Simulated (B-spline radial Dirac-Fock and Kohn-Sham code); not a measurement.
# Scattering functions of Re⁷⁺

System: the Re⁷⁺ ion, [Xe] 4f14.

Input of the calculation (task.json; shells as n, l, electrons):

```json
{"items": [{
  "Z": 75,
  "q": 7,
  "cfg": [[1, 0, 2], [2, 0, 2], [2, 1, 6], [3, 0, 2], [3, 1, 6], [3, 2, 10], [4, 0, 2], [4, 1, 6], [4, 2, 10], [4, 3, 14], [5, 0, 2], [5, 1, 6]],
  "A": 187,
  "rrms": 5.3698,
  "do": ["scatter"],
  "s": [0.0, 0.05, 0.1, 0.15, 0.2, 0.25, 0.3, 0.35, 0.4, 0.45, 0.5, 0.6, 0.7, 0.8, 0.9, 1.0, 1.1, 1.2, 1.4, 1.6, 1.8, 2.0, 2.5, 3.0, 3.5, 4.0, 5.0, 6.0],
  "pz": [0, 0.1, 0.2, 0.3, 0.4, 0.5, 0.6, 0.8, 1.0, 1.2, 1.4, 1.6, 1.8, 2.0, 2.5, 3.0, 4.0, 5.0, 7.0, 10.0, 15.0, 20.0, 30.0, 40.0, 60.0, 100.0],
  "hv_scatter": [1000, 2000, 5000, 8047.8, 10000, 20000, 100000, 500000]
}]}
```

Launch: `python xray_run.py task.json out`

The computed values come from a radial finite-basis atomic code: Dirac-Fock orbitals of the configuration average with a finite nucleus. f₀ is the Fourier transform of the spherical electron density, S the Waller-Hartree incoherent function, and s = sin θ/λ. The electron scattering factor follows from the Mott-Bethe formula f_e = 0.023934 Å⁻¹·(Z − f₀)/s².

```csv
s (Å⁻¹),f₀,S,f_e (Å)
0,68.000,0.000,–
0.05,67.593,0.401,70.911
0.1,66.407,1.526,20.567
0.15,64.539,3.179,11.128
0.2,62.132,5.128,7.699
0.25,59.352,7.183,5.992
0.3,56.362,9.231,4.956
0.35,53.305,11.227,4.239
0.4,50.292,13.159,3.696
0.45,47.399,15.022,3.262
0.5,44.672,16.804,2.904
0.6,39.768,20.084,2.342
0.7,35.559,22.976,1.926
0.8,31.937,25.562,1.610
0.9,28.805,27.933,1.365
1,26.104,30.143,1.170
1.1,23.795,32.216,1.013
1.2,21.845,34.170,0.883
1.4,18.867,37.776,0.685
1.6,16.805,41.014,0.544
1.8,15.291,43.858,0.441
2,14.050,46.288,0.365
2.5,11.310,50.819,0.244
3,8.903,53.918,0.176
3.5,7.097,56.239,0.133
4,5.925,58.072,0.103
5,4.715,60.768,0.067
6,3.969,62.615,0.047
```

f₀ starts at the number of electrons, 68, and has fallen to half at s ≈ 0.74 Å⁻¹. The sum of ⟨r²⟩ over the electrons is 22.25 bohr². For an ion f_e diverges as s goes to zero, because of the net charge.
